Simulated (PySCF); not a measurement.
What went wrong, or what changed?

The sound run of Au(SH)(H2O) (singlet) uses PySCF 2.14.0, RKS TPSS, Au def2-SVP with ECP60, S def2-SVP, H def2-SVP, O def2-SVP; non-relativistic Hamiltonian with scalar-relativistic core potentials where named; density fitting; no spin-orbit coupling, grid (50, 194), threshold 1e-8 and 55 cycles at the relaxed geometry. This run differs:

```python
mol = gto.M(atom='''
Au     0.00000     0.14078    -0.10086
S      0.00000    -0.08156     2.15402
H      0.00000     1.25141     2.42748
O      0.00000     0.29695    -2.31345
H      0.77692    -0.16964    -2.67795
H     -0.77692    -0.16964    -2.67795''',
    basis={'Au': 'def2-SVP', 'S': 'def2-SVP', 'H': 'def2-SVP', 'O': 'def2-SVP'},
    ecp={'Au': 'def2-SVP'},
    charge=0, spin=0)
mf = dft.RKS(mol, xc='TPSS')
mf.grids.atom_grid = (50, 194)
mf = mf.density_fit()  # fitting sets: Au def2-universal-JKFIT, S def2-universal-JKFIT, H def2-universal-JKFIT, O def2-universal-JKFIT
mf.conv_tol = 1e-08; mf.max_cycle = 88
mf.kernel(mf.get_init_guess(key='1e'))
mf.nuc_grad_method().kernel()
```

Q: What was changed, and how did it end?

A: The start was changed to the bare core Hamiltonian. It converged in 17 cycles, 0.000 eV from the sound run, largest force component 0.00 eV/Å. The cycle limit differs too. No harm here: the result survives it.
```
init E= -586.087723589708
cycle= 1 E= -510.906219395589  delta_E= 75.2  |g|= 15.2  |ddm|= 51.2
cycle= 2 E= -566.651108391263  delta_E= -55.7  |g|= 7.36  |ddm|= 50.6
cycle= 3 E= -525.993258927039  delta_E= 40.7  |g|= 14.4  |ddm|= 45.6
cycle= 4 E= -584.827105736068  delta_E= -58.8  |g|= 9.28  |ddm|= 22.3
cycle= 5 E= -597.211852686346  delta_E= -12.4  |g|= 6.54  |ddm|= 6.78
...
cycle= 15 E= -610.804078464955  delta_E= -5.15e-07  |g|= 0.000341  |ddm|= 0.00193
cycle= 16 E= -610.8040784947  delta_E= -2.97e-08  |g|= 8.57e-05  |ddm|= 0.000454
cycle= 17 E= -610.804078496982  delta_E= -2.28e-09  |g|= 1.41e-05  |ddm|= 0.000145
Extra cycle  E= -610.804078496884  delta_E= 9.73e-11  |g|= 2.44e-05  |ddm|= 5.23e-05
converged SCF energy = -610.804078496884
```

Run from Python with OMP_NUM_THREADS=2; the lines above give its settings.
It took 4.3 s on 2 threads of Arm Neoverse V1, with other jobs on the host.

No frequency check is given that shows the relaxed geometry to be a minimum.
